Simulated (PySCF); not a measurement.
A structure optimised at r2SCAN-D4/def2-SVP, used in a PySCF frequency run:

```
Ga
F 1 1.7415
F 1 1.7415 2 115.59
N 1 1.7872 2 122.15 3 176.29
H 4 1.0138 1 121.40 2 169.04
H 4 1.0138 5 112.59 1 156.22
```

Question: Write its SMILES, formula and point group.

Answer: [NH2][Ga]([F])[F], F2GaH2N, Cs

Question: What are its rotational constants (standard atomic weights)?

Answer: 6.0155, 5.7368, 2.9390 GHz
